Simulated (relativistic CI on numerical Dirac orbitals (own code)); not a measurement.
**One change at a time: Sn IX**

Base calculation: Dirac-Coulomb-Breit CI, orbitals from a KLI potential per configuration, model QED (radiative potential, 1s self-energy scaled to tabulated hydrogen-like ionisation energies), unscaled Slater integrals.

CI space (outside the closed core [Ar] 3d10): 4s2.4p6.4d6, 4s2.4p5.4d7, 4s2.4p6.4d5.4f, 4s2.4p6.4d5.5s, 4s2.4p6.4d5.5p, 4s.4p6.4d7, 4s2.4p6.4d4.5s.5p, 4s2.4p6.4d5.5d, 4s2.4p5.4d6.4f, 4s2.4p6.4d4.4f.5s, 4s2.4p6.4d5.6s, 4s2.4p6.4d5.6p, 4s2.4p6.4d5.5f, 4s.4p6.4d6.4f, 4s2.4p5.4d6.5s, 4s2.4p6.4d5.7s, 4s2.4p6.4d5.7p, 4s2.4p6.4d5.6f, 4s2.4p6.4d5.7f, 4s.4p6.4d6.5s, 4s2.4p6.4d4.5s2, 4s2.4p6.4d3.4f.5s2, 4s2.4p6.4d3.5s2.5p, 4s2.4p6.4d3.5s2.5d, 4p6.4d8, 4p5.4d9, 4s.4p6.4d5.5s2, 4s.4p6.4d4.4f.5s2, 4s.4p6.4d4.5s2.5p, 4s.4p6.4d4.5s2.5d. Double excitations out of closed p, d and f shells are left out; levels of such configurations are missing from the list, as are those of other unlisted configurations, and high levels can miss mixing partners. These lack a partner that the ground configuration has and come out too high: 4s2.4p5.4d6.4f, 4s2.4p5.4d6.5s.

Variants: (1) valence Slater integrals scaled by 0.9; (2) only the first 3 configurations; (3) non-relativistic limit. Shifts of the energy above 4s2.4p6.4d6 5D_4, in cm⁻¹, for the lowest level and the first level of each name with at least 55 % of one term (blank where a level changes its place among those of its configuration and J or its character, or is not in the variant):

```csv
Level,Base,Δ(1),Δ(2),Δ(3)
4s2.4p6.4d6 5D_4,0.0,0.0,0.0,0.0
4s2.4p6.4d6 5D_3,4924.5,+74.4,-58.8,-4924.5
4s2.4p6.4d6 5D_2,6934.4,-136.3,-138.3,-6934.4
4s2.4p6.4d6 5D_1,8793.0,-65.1,-196.4,-8793.0
4s2.4p6.4d6 5D_0,9571.1,-90.7,-253.1,-9571.1
4s2.4p6.4d6 3H_6,28634.3,-2494.4,+1650.7,-2179.8
4s2.4p6.4d6 3H_5,29525.5,-2612.5,+1363.6,-3071.0
4s2.4p6.4d6 3P_2,31473.8,-2860.6,-283.9,+414.1
4s2.4p6.4d6 3F_3,35583.7,-3069.3,+186.1,-3445.0
4s2.4p6.4d6 3F_2,37091.5,-3169.1,+376.7,-4952.8
4s2.4p6.4d6 3G_5,40441.5,-2961.6,+925.5,-6304.7
4s2.4p6.4d6 3G_4,43604.2,-3341.1,+342.5,-9467.3
4s2.4p6.4d6 3P_1,43681.3,-3151.2,-67.8,-11793.4
4s2.4p6.4d6 3P_0,44845.9,-3630.7,-1701.5,-12958.0
```

At this charge configurations can still be misplaced by up to about 7 % of their energy. Terms inside the open d or f shell come out 10 to 20 % too wide with unscaled integrals.

Ionisation energy from the two ground configurations alone: base 155.769 eV; valence Slater integrals scaled by 0.9 156.137 eV. The NIST ASD value (theoretical) is 156 eV.

LS names give the leading component of a level, which can be under half, so a name can repeat, a term be missing and a line seem to break the LS rules.
